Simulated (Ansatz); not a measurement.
Two isomers of CH5BN2O: A = `N=C(N)BO`, B = `N=COBN`.

Isolated molecules relaxed with PBE0-D4/def2-TZVP in Ansatz; ΔE leaves out vibrations. CCSD(T)/CBS adds triple-zeta CCSD(T) − MP2 to the extrapolated MP2 energy (def2 sets, frozen cores). This one scheme is used for every species. Functionals use def2-TZVPP. B3LYP here is the variant with VWN-RPA as its local correlation; programs differ in this. One conformer a species, not always the lowest.

Problem. Which isomer does CCSD(T)/CBS put lower? Give the gap. (Best estimate.)

Solution. Computed: B, by 22.7 kcal/mol.

Problem. Give E(B) − E(A) in kcal/mol with PBE-D4, B2PLYP, B3LYP-D4, CCSD(T)/def2-TZVPP, CCSD/def2-TZVPP, ωB97M-V, r2SCAN-D4. (Best estimate.)

Solution. The calculation gave: PBE-D4 -21.6, B2PLYP -23.1, B3LYP-D4 -23.2, CCSD(T)/def2-TZVPP -23.1, CCSD/def2-TZVPP -23.3, ωB97M-V -23.4, r2SCAN-D4 -22.7. None reverses the order clearly.

Largest T1 diagnostic: 0.014.

From PBE to PBE0 (25 % exact exchange), in def2-TZVPP and without D4, E(B) − E(A) moves by −0.8 kcal/mol. In def2-TZVPP, CCSD(T) changes the Hartree–Fock value by +2.0 kcal/mol (the triples alone add +0.2 kcal/mol) and MP2 by +2.3 kcal/mol.
